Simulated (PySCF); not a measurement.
## O⁺ (oxygen, charge +1) across methods

[He] 2s2 2p2 3s1, high-spin 4P determinant (an excited configuration). Computed with PySCF 2.14 in aug-cc-pwCVQZ, with the non-relativistic Hamiltonian (point nucleus).

```json
{"method": "LDA", "E (hartree)": "-73.1616", "mean ε 2s β (eV)": "-46.264", "mean ε 2p α (eV)": "-36.152", "mean ε 3s α (eV)": "-9.651", "Σ⟨r²⟩ (bohr²)": "18.14", "⟨S²⟩": "3.751"}
{"method": "UHF", "E (hartree)": "-73.53942", "mean ε 2s β (eV)": "-53.405", "mean ε 2p α (eV)": "-46.968", "mean ε 3s α (eV)": "-11.827", "Σ⟨r²⟩ (bohr²)": "18.50", "⟨S²⟩": "3.754"}
{"method": "TPSS", "E (hartree)": "-73.7433", "mean ε 2s β (eV)": "-46.735", "mean ε 2p α (eV)": "-36.652", "mean ε 3s α (eV)": "-9.579", "Σ⟨r²⟩ (bohr²)": "18.37", "⟨S²⟩": "3.752"}
{"method": "BHandHLYP", "E (hartree)": "-73.7299", "mean ε 2s β (eV)": "-50.746", "mean ε 2p α (eV)": "-41.769", "mean ε 3s α (eV)": "-10.706", "Σ⟨r²⟩ (bohr²)": "18.20", "⟨S²⟩": "3.752"}
{"method": "revPBE", "E (hartree)": "-73.7193", "mean ε 2s β (eV)": "-46.442", "mean ε 2p α (eV)": "-36.198", "mean ε 3s α (eV)": "-9.592", "Σ⟨r²⟩ (bohr²)": "18.29", "⟨S²⟩": "3.751"}
{"method": "r2SCAN", "E (hartree)": "-73.6971", "mean ε 2s β (eV)": "-46.825", "mean ε 2p α (eV)": "-37.355", "mean ε 3s α (eV)": "-9.659", "Σ⟨r²⟩ (bohr²)": "18.40", "⟨S²⟩": "3.753"}
{"method": "PBE", "E (hartree)": "-73.6545", "mean ε 2s β (eV)": "-46.404", "mean ε 2p α (eV)": "-36.210", "mean ε 3s α (eV)": "-9.607", "Σ⟨r²⟩ (bohr²)": "18.21", "⟨S²⟩": "3.751"}
```

Problem. Estimate the same row for PBE0.

Solution. E (hartree) = -73.6658; mean ε 2s β (eV) = -48.569; mean ε 2p α (eV) = -39.047; mean ε 3s α (eV) = -10.258; Σ⟨r²⟩ (bohr²) = 18.28; ⟨S²⟩ = 3.752.

The outer electron is Rydberg-like, and this basis confines it to a smaller radius and binds it less than a complete one would.
